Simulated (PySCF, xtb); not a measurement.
B(Cl)(F)(OAc) (C2H3BClFO2), SMILES CC(=O)OB(F)Cl. Other conformers were not sampled.

Harmonic wavenumbers (cm⁻¹) from GFN2-xTB (xtb 6.7.1) at its own minimum, in rising order: 26, 75, 105, 116, 278, 336, 393, 482, 565, 572, 640, 892, 989, 1003, 1098, 1136, 1261, 1361, 1427, 1431, 1823, 3031, 3041, 3073.

**Question.** What does PBE-D3(BJ)/def2-SVP (PySCF) give at its own minimum? (An estimate is asked for; the answer gives what the named calculation found.)

**Answer.** 41, 82, 116, 129, 306, 359, 415, 544, 569, 608, 652, 889, 967, 1008, 1176, 1216, 1325, 1382, 1386, 1393, 1841, 2992, 3076, 3131. Paired by order, the mean absolute difference is 31 cm⁻¹ and the zero-point energies are 36.0 and 36.6 kcal/mol.
